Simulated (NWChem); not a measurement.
# C3HF2NS; SMILES Fc1cnc(F)s1

Program: NWChem. Structure relaxed at the PBE0/def2-SVP level. Level: M05-2X/def2-SVP with SMD (1 M gas to 1 M solution), gas-phase geometry.

Q: Among these, which solvent gives the lowest value of “solvation free energy (kcal/mol)”?
A) water
B) dichloromethane
C) 1-octanol
D) benzene

A: B, dichloromethane. Values: dichloromethane -2.8; benzene -1.9; 1-octanol -1.8; water -1.3
